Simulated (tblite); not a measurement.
Compound: C5H9FN3 (charge +1).
Numbering: `[CH3:1][c:2]1[c:3]([F:4])[n:5]([CH3:6])[n:7][n+:8]1[CH3:9]` (hydrogens: H10, H11, H12 on C1; H13, H14, H15 on C6; H16, H17, H18 on C9)

Cartesian coordinates in Å at the GFN2-xTB level; atoms count from 1:
```
atom  x, y, z in Å
C1    -1.7471    1.5536    0.0655
C2    -0.5598    0.6803    0.0288
C3     0.7939    0.9718    0.0503
F4     1.4188    2.1177    0.1096
N5     1.4606   -0.2031   -0.0027
C6     2.8801   -0.4166   -0.0043
N7     0.6100   -1.1880   -0.0553
N8    -0.5847   -0.6745   -0.0370
C9    -1.7400   -1.5194   -0.0848
H10   -1.4401    2.5948    0.1205
H11   -2.3673    1.3234    0.9315
H12   -2.3563    1.4133   -0.8273
H13    3.3888    0.5436    0.0531
H14    3.1566   -1.0368    0.8485
H15    3.1701   -0.9380   -0.9166
H16   -2.3426   -1.2862   -0.9633
H17   -2.3492   -1.3779    0.8086
H18   -1.4007   -2.5519   -0.1365
```

Computed with GFN2-xTB (tblite): harmonic, unscaled wavenumbers at the GFN2-xTB geometry, gas phase. Errors from tens to a few hundred cm⁻¹ against measured bands are possible. The optimisation stopped once no atom felt more than 0.01 eV/Å.

Lowest wavenumbers of the output (negative numbers stand for imaginary wavenumbers):
```
mode    cm-1
  1     -71.6
  2     111.3
  3     129.1
  4     142.1
  5     185.0
  6     222.8
  7     249.2
  8     274.2
```

Is this structure a minimum?

No. 1 mode is imaginary beyond 20i (72i cm⁻¹), so at this level the point lies at or near a first-order saddle.

Which atoms move in the imaginary mode?

72i: H15 (methyl hydrogen) 34 %, H14 (methyl hydrogen) 34 %, H13 (methyl hydrogen) 31 %. These are shares of the mass-weighted motion.

What is the remedy?

Step along that mode in both directions, optimise again with tighter thresholds and repeat the frequencies. The zero-point energy of this point (89.7 kcal/mol) counts the 47 real modes alone, and thermal corrections from it aren't those of a minimum.
